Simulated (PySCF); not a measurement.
Species: C4H8F2O2Si.
Numbering: `[F:1][CH2:2][C@@H:3]1[O:4][SiH2:5][O:6][C@H:7]1[CH2:8][F:9]` (hydrogens: H10, H11 on C2; H12 on C3; H13, H14 on Si5; H15 on C7; H16, H17 on C8)

The same species was optimised twice, with GFN2-xTB and with PBE0-D3(BJ)/def2-SVP (PySCF), and the same property calculations (PySCF, gas phase) were run on both structures.

```tsv
coordinate	GFN2-xTB	PBE0-D3(BJ)/def2-SVP	change
O4–Si5 (Å)	1.643	1.678	+0.035
Si5–O6 (Å)	1.643	1.678	+0.035
C3–O4 (Å)	1.395	1.415	+0.020
O6–C7 (Å)	1.391	1.409	+0.018
C2–C3 (Å)	1.528	1.510	-0.018
C7–C8 (Å)	1.528	1.517	-0.011
F1–C2 (Å)	1.371	1.376	+0.005
C8–F9 (Å)	1.372	1.373	+0.001
C3–C7 (Å)	1.553	1.552	-0.001
C3–O4–Si5 (°)	111.9	109.9	-2.0
Si5–O6–C7 (°)	112.5	110.8	-1.7
C2–C3–C7 (°)	111.6	112.6	+1.0
F1–C2–C3 (°)	110.5	109.7	-0.8
C7–C8–F9 (°)	110.1	109.4	-0.7
C3–C7–O6 (°)	108.1	108.6	+0.5
C3–C7–C8 (°)	110.9	111.4	+0.5
O6–C7–C8 (°)	109.0	108.6	-0.4
F1–C2–C3–O4 (°)	70	67	-3
O6–C7–C8–F9 (°)	-177	-177	0
```

Rotational constants: A = 1764, B = 1209, C = 893.6 MHz (GFN2-xTB) against A = 1833, B = 1185, C = 903.0 MHz (PBE0-D3(BJ)/def2-SVP). Point groups within 0.08 Å: C1 and C1.

On the GFN2-xTB structure: HOMO (eV) -8.19 [PBE0/pcSseg-1]; LUMO (eV) 0.39 [PBE0/pcSseg-1]; dipole (D) 0.80 [PBE0/pcSseg-1]; GIAO shielding of F1/F9 (mean) (ppm) 435.9 [PBE0/pcSseg-1]; GIAO shielding of C2/C8 (mean) (ppm) 97.8 [PBE0/pcSseg-1]; GIAO shielding of C3/C7 (mean) (ppm) 110.2 [PBE0/pcSseg-1]; GIAO shielding of O4/O6 (mean) (ppm) 292.7 [PBE0/pcSseg-1]; GIAO shielding of Si5 (ppm) 348.1 [PBE0/pcSseg-1].

Problem. What do these properties become on the PBE0-D3(BJ)/def2-SVP structure?

Solution. 
```tsv
property	level	on GFN2-xTB	on PBE0-D3(BJ)/def2-SVP	change
HOMO (eV)	PBE0/pcSseg-1	-8.19	-8.26	-0.07
LUMO (eV)	PBE0/pcSseg-1	0.39	0.30	-0.09
dipole (D)	PBE0/pcSseg-1	0.80	0.64	-0.16
energy, GFN2-xTB geometry as zero (kcal/mol)	PBE0/pcSseg-1	0.0	-2.9	-2.9
GIAO shielding of F1/F9 (mean) (ppm)	PBE0/pcSseg-1	435.9	432.2	-3.7
GIAO shielding of C2/C8 (mean) (ppm)	PBE0/pcSseg-1	97.8	97.9	+0.1
GIAO shielding of C3/C7 (mean) (ppm)	PBE0/pcSseg-1	110.2	108.6	-1.6
GIAO shielding of O4/O6 (mean) (ppm)	PBE0/pcSseg-1	292.7	287.7	-5.0
GIAO shielding of Si5 (ppm)	PBE0/pcSseg-1	348.1	346.5	-1.6
```

The heavy atoms differ by 0.086 Å rms after alignment. Among bonds between heavy atoms O4–Si5 and Si5–O6 change most and about equally (+0.035 Å). Changes are differences of the printed values. Neither structure is proved a minimum here.
